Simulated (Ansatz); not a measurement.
Mulliken charges of CH₃BClNO (`BOC(=N)Cl`) from ωB97M-V/def2-TZVPP in Ansatz (PBE0-D4/def2-TZVP geometry).

| atom | x (Å) | y (Å) | z (Å) | charge (e) |
| --- | --- | --- | --- | --- |
| B1 | -0.778 | 1.060 | 0.318 | -0.031 |
| O2 | 0.510 | 0.630 | 0.238 | -0.222 |
| C3 | 0.859 | -0.564 | -0.314 | 0.193 |
| N4 | 0.324 | -1.679 | -0.170 | -0.203 |
| Cl5 | 2.271 | -0.375 | -1.277 | -0.010 |
| H6 | -0.944 | 2.100 | 0.873 | 0.070 |
| H7 | -1.656 | 0.401 | -0.157 | 0.072 |
| H8 | -0.493 | -1.631 | 0.434 | 0.131 |

Task: By hand: the dipole of these point charges (1 e Å = 4.8032 D).

Result: Σ q r = (-0.262, 0.025, 0.031) e Å, of length 0.265 e Å = 1.27 D.

Task: How does the dipole of the full density compare? (Best estimate.)

Result: Computed: (-0.282, 0.215, 0.168) e Å, 1.88 D; the point charges give 0.68 times that, at 36° from its direction.

Point charges leave out the atoms' own dipoles, such as those of lone pairs, and Mulliken's split depends on the basis, so the two needn't agree.
